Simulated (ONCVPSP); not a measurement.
Before and after: ONCV potential for lead (Pb)

- Element: Pb (Z = 82)
- Generator: ONCVPSP 4.0.1
- Type: optimised norm-conserving Vanderbilt (ONCV)
- Functional: PBE
- Relativity: fully relativistic
- Frozen core: [Xe] 4f14
- Valence charge: 14
- Reference configuration: 5d10 6s1.75 6p2.25
- Partial waves: 6s: rc 2.10 bohr, ncon 4, nbas 8, qcut 2.7 1/bohr, 1 projector; 6p: rc 2.80 bohr, ncon 3, nbas 7, qcut 2.3 1/bohr, 2 projectors, debl 1.8 Ha; 5d: rc 2.05 bohr, ncon 3, nbas 8, qcut 8.7 1/bohr, 2 projectors, debl 0.7 Ha
- Local potential: polynomial inside 1.35 bohr (lpopt 1, dvloc0 1 Ha)
- Core correction: polynomial model core, fcfact 0.65

Open shells are filled in proportion to 2j + 1.

In the d channel the program set the typed energies aside and used -0.753, 0.250 Ha (j = l + 1/2; the other j can differ).

Change: d: qcut 5.4.

Cutoffs: the cutoffs (Ha) at which the residual kinetic energy of the hardest occupied pseudo-wave falls to 1 and 0.1 mHa per electron; they do not see the model core or the augmentation charge, which bear on the density cutoff. Errors are all-electron minus pseudo energies relative to the spin-unpolarised reference configuration.

Question: How do hardness, ghosts and transferability respond?

Answer: The potential gets harder (30 Ha and 39 Ha → 30 Ha and 65 Ha); both files keep a bound ghost (s); the errors of the 4 common tests hardly move; the range in which the d5/2 phases agree narrows (upper end at the end of the scan → 1.6).

```tsv
quantity	base	changed
cutoff, loose	30 Ha	30 Ha
cutoff, tight	39 Ha	65 Ha
loose cutoff by channel	s 30 Ha, p 2.1 Ha, d 24 Ha	s 30 Ha, p 2.1 Ha, d 19 Ha
bound ghosts	s	s
GHOST(+) flags under 300 eV	p3/2 at 41.7 eV, p1/2 at 55.6 eV	p3/2 at 41.7 eV, p1/2 at 55.6 eV
error for 5d10 6s2 6p2, meV [ΔE -2.11 eV]	+0.8	+0.8
error for 5d10 6s2 6p1, meV [ΔE 4.59 eV]	-0.4	-0.3
error for 5d10 6s2 6p0, meV [ΔE 18.20 eV]	-23	-23
error for 5d10 6s2 6p1.5, meV [ΔE 0.44 eV]	+1.2	+1.1
s: phases at 2.13 bohr within 0.05 rad from the reference energy up to (Ha; the scan ends near 5)	1.8	1.8
p3/2: phases at 2.84 bohr within 0.05 rad from the reference energy up to (Ha; the scan ends near 5)	2.1	2.1
p1/2: phases at 2.84 bohr within 0.05 rad from the reference energy up to (Ha; the scan ends near 5)	1.8	1.8
d5/2: phases at 2.08 bohr within 0.05 rad from the reference energy up to (Ha; the scan ends near 5)	to the end of the scan	1.6
d3/2: phases at 2.08 bohr within 0.05 rad from the reference energy up to (Ha; the scan ends near 5)	to the end of the scan	to the end of the scan
rms error of d²Exc/dni dnj with the model core, mHa	2.53	2.71
```

 A true bound ghost makes a file unfit for plane-wave use even where its test errors are small: the radial tests pick states by their node count and pass the ghost by.
